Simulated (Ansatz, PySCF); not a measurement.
System: AsF3, net charge -1, doublet state. 
Geometry from a B3LYP-D3(BJ)/def2-TZVP (Ansatz, a first-principles code) optimisation:
```xyz
4

F     -0.3173    -1.9221     0.0673
As    -0.2915     0.0205     0.0733
F      1.4415    -0.1014    -0.3623
F     -0.0553     1.9483     0.0263
```
Charge -1, spin multiplicity 2.

Total electronic energies in hartree. Cores are frozen in the correlated levels unless marked. UHF or UKS for open shells. No spin-orbit coupling. The frozen core is the preceding noble-gas configuration, with the filled d and f shells of earlier blocks. Non-relativistic. CBS marks a two-point X^-3 extrapolation of the correlation energy; Hartree-Fock from the larger set. The bracket is a focal-point correction in the basis named.

```tsv
level	program	energy (Eh)
HF/def2-TZVPD	PySCF	-2532.72875
RI-HF/cc-pVQZ	Ansatz	-2532.77686
revPBE/def2-TZVPD	Ansatz	-2535.38243
r2SCAN-D3(BJ)/def2-TZVPD	Ansatz + dftd3	-2535.52582
PBE0/6-31G*	Ansatz	-2534.61840
PBE0/def2-QZVPP	Ansatz	-2535.15591
TPSSh/def2-TZVPD	PySCF	-2535.59018
r2SCAN0-D4/def2-TZVPD	Ansatz + dftd4	-2535.46122
B2GP-PLYP-D4/def2-TZVPD	Ansatz + dftd4	-2534.89888
B2GP-PLYP/def2-TZVPD	Ansatz	-2534.89785
MP2/cc-pVTZ	Ansatz	-2533.64303
SCS-MP2/6-31G	Ansatz	-2532.58136
SCS-MP2/cc-pVDZ	Ansatz	-2533.18499
CCSD(T)/6-31G	Ansatz	-2532.60358
RI-MP2/CBS(aug-cc-pVTZ,aug-cc-pVQZ)+[CCSD(T)-MP2]/aug-cc-pVDZ	Ansatz	-2533.8718
```

Totals of different functionals don't rank their quality; only differences between species are comparable.
